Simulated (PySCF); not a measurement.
## Field gradients at the hydrogen positions

Compound: C8H15P.
Atom-mapped SMILES: `[CH2:1]=[C:2]([CH3:3])[P@:4](=[CH2:5])([CH3:6])/[CH:7]=[CH:8]\[CH3:9]` (hydrogens: H10, H11 on C1; H12, H13, H14 on C3; H15, H16 on C5; H17, H18, H19 on C6; H20 on C7; H21 on C8; H22, H23, H24 on C9)

Structure used (GFN2-xTB), in Å, numbered top down from 1:
```
atom  x, y, z in Å
C1     1.4194   -1.5194   -1.2267
C2     1.1435   -0.3682   -0.6269
C3     1.7797    0.9333   -1.0046
P4     0.2186   -0.2864    0.9811
C5     0.9116   -0.2643    2.5388
C6    -0.9242   -1.7134    0.9307
C7    -0.7672    1.2173    0.8898
C8    -1.6162    1.5843   -0.0631
C9    -1.8785    0.8482   -1.3298
H10    2.0937   -1.5739   -2.0676
H11    0.9638   -2.4471   -0.9219
H12    1.0487    1.5902   -1.4763
H13    2.1399    1.4372   -0.1058
H14    2.6123    0.7869   -1.6896
H15    1.5114    0.6313    2.6973
H16    1.4935   -1.1652    2.7299
H17   -0.3832   -2.5993    1.2590
H18   -1.7107   -1.5017    1.6542
H19   -1.3546   -1.8820   -0.0534
H20   -0.6591    1.8052    1.7940
H21   -2.1838    2.5006    0.0626
H22   -1.1952    0.0111   -1.4445
H23   -1.7707    1.5173   -2.1838
H24   -2.9044    0.4777   -1.3357
```

Level: PBE0/pcSseg-1 (PySCF, non-relativistic); Q(2H) = 0.00286 b; rigid geometry, the same for H and D, with no vibrational averaging.

**Question.** Rank these positions by the coupling χzz of a deuteron there, largest first.
A. H13 (methyl hydrogen)
B. H12 (methyl hydrogen)
C. H19 (methyl hydrogen)
D. H11 (vinylic hydrogen)

**Answer.** D (225 kHz), C (213 kHz), B (209 kHz), A (204 kHz).

**Question.** What are Vzz, η and χzz (234.96 MHz × Q × Vzz) at all hydrogens?

**Answer.** 
| atom | bonded to | bond length (Å) | Vzz (au) | η | χzz (kHz) |
| --- | --- | --- | --- | --- | --- |
| H10 | C1 | 1.079 | 0.3331 | 0.05 | 224 |
| H11 | C1 | 1.078 | 0.3354 | 0.06 | 225 |
| H12 | C3 | 1.090 | 0.3107 | 0.03 | 209 |
| H13 | C3 | 1.092 | 0.3041 | 0.05 | 204 |
| H14 | C3 | 1.088 | 0.3142 | 0.03 | 211 |
| H15 | C5 | 1.089 | 0.3306 | 0.13 | 222 |
| H16 | C5 | 1.089 | 0.3296 | 0.13 | 221 |
| H17 | C6 | 1.089 | 0.3149 | 0.01 | 212 |
| H18 | C6 | 1.089 | 0.3108 | 0.01 | 209 |
| H19 | C6 | 1.087 | 0.3170 | 0.01 | 213 |
| H20 | C7 | 1.084 | 0.3204 | 0.07 | 215 |
| H21 | C8 | 1.085 | 0.3172 | 0.05 | 213 |
| H22 | C9 | 1.087 | 0.3070 | 0.04 | 206 |
| H23 | C9 | 1.090 | 0.3104 | 0.02 | 209 |
| H24 | C9 | 1.091 | 0.3101 | 0.02 | 208 |

**Question.** How does χzz go with the bond length over the 15 C–H bonds?

**Answer.** A straight-line fit has a slope of -11.0 kHz for each 0.01 Å, with a correlation coefficient of -0.68, over lengths from 1.078 to 1.092 Å.

**Question.** A static deuteron (I = 1) shows a doublet split by (3/2)χ, (3/4)χ(1 + η) and (3/4)χ(1 − η) with the field along z, y and x of the gradient. What are these for H20?

**Answer.** With |χ| = 215.3 kHz and η = 0.069: 323, 173 and 150 kHz, to first order and without motion.

Isolated species at its GFN2-xTB geometry (one conformer only). GFN2-xTB bond lengths can be off by several hundredths of an ångström, more for odd bonds, and the gradients follow them. The basis is small and wasn't made for field gradients, so the couplings can be 20 % off.

These values come from a run that also computed NMR shieldings. The run took 72 s of wall time on one thread of an x86-64 server (shared host).
